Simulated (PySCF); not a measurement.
# GeH from Hartree–Fock to correlated methods

State: ²Π (doublet), unpaired electrons π ↑. Set-up: PySCF, scalar-relativistic core potentials, basis sets Ge aug-cc-pVDZ-PP with ECP10, H aug-cc-pVDZ. De refers to Ge + H in their high-spin ground configurations, without counterpoise correction. The functionals are run spin-unrestricted. A positive dipole means Ge(−)H(+).

```csv
Level,Re (Å),ωe (cm⁻¹),De (eV),μ (D)
UHF,1.591,1967,1.92,-0.06
UHF-MP2,1.592,1932,2.58,n/a
UHF-SCS-MP2,1.596,1915,2.67,n/a
UHF-CCSD,1.602,1873,2.73,n/a
UHF-CCSD(T),1.603,1862,2.76,n/a
PBE,1.628,1792,2.84,-0.35
PBEsol,1.624,1805,2.96,-0.29
r²SCAN,1.604,1870,2.87,-0.22
TPSSh,1.609,1866,3.00,-0.26
PBE0,1.609,1870,2.80,-0.24
HSE06,1.610,1865,2.82,-0.26
M06-2X,1.607,1900,2.85,-0.21
```

**Question.** Which functional lies closest to UHF-CCSD(T) in De, which farthest, and by how much do they differ from it?

**Answer.** Closest is PBE0 (+0.6 pm in Re, +0.4 % in ωe, +0.04 eV in De against UHF-CCSD(T) in the same basis), farthest TPSSh (+0.6 pm in Re, +0.2 % in ωe, +0.24 eV in De). CCSD(T) converges more slowly with the basis than the functionals do and binds too weakly in this one, so the order can change at the basis-set limit.

**Question.** What does a quarter of exact exchange do here, going from PBE to PBE0?

**Answer.** PBE0 less PBE: -1.9 pm in Re, +4.4 % in ωe, -0.04 eV in De. Exact exchange removes part of the self-interaction that spreads semilocal densities, and in most molecules shortens and stiffens the bond and lowers De; so it does here.

**Question.** What does the step from GGA to meta-GGA do here, going from PBE to r²SCAN?

**Answer.** r²SCAN less PBE: -2.4 pm in Re, +4.4 % in ωe, +0.03 eV in De. 

Correlated steps freeze 4 core orbitals. Correlated levels converge slowly with the basis: in double zeta they bind strong bonds too weakly, by up to about 1 eV, and carry superposition errors of some tenths. Spin–orbit coupling is left out. The state is the lowest determinant that a PBE0 search found; another state may lie lower at other levels.

The whole job (state search and all levels along the bond) took about 2.1 min on 1 thread of Arm Neoverse N1 (shared host), peak memory 0.47 GiB.
